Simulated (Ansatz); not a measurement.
Consider the atomization: `N=C(N)O[SiH3]` → C• + 6 H• + 2 N• + O• + Si•.

Computed with Ansatz on PBE0-D4/def2-TZVP structures; ΔE is electronic, products minus reactants. CCSD(T)/CBS adds triple-zeta CCSD(T) − MP2 to the extrapolated MP2 energy (def2 sets, frozen cores). This one scheme is used for every species, atoms too. DFT in def2-TZVPP. Open shells (•) are unrestricted, without spin–orbit coupling. Spin–orbit coupling would lower the free atoms: a little for C, O, Si. One conformer a species, not always the lowest.

```tsv
level	ΔE (kJ/mol)	difference from CCSD(T)/CBS
r2SCANh-D4	4000.0	-38.0
BHLYP-D4	3901.3	-136.7
r2SCANh	3994.4	-43.6
BHLYP	3876.6	-161.4
LC-ωPBE	4025.9	-12.1
CCSD(T)/def2-SVP	3744.1	-293.9
MP2/def2-TZVPP	3977.7	-60.3
CCSD(T)/def2-TZVPP	3905.1	-132.9
SCS-MP2/def2-QZVPP	4072.8	34.8
CCSD/CBS(def2)	3965.6	-72.4
CCSD(T)/CBS	4038.0	0
```

Largest T1 diagnostic among the species: 0.013.

In def2-TZVPP, CCSD(T) changes the Hartree–Fock value by +1173.3 kJ/mol (the triples alone add +72.3 kJ/mol) and MP2 by +1245.8 kJ/mol; breaking electron pairs costs correlation energy, which Hartree–Fock lacks. From PBE to PBE0 (25 % exact exchange), in def2-TZVPP and without D4, ΔE moves by −107.3 kJ/mol: exact exchange takes away binding that semilocal exchange gives to molecules.

For atomizations the MP2-based limit and the directly extrapolated one differ by several kJ/mol either way, and by 10 to 25 for some Ge, Se and Sn compounds, so smaller differences from it don't rank the levels.
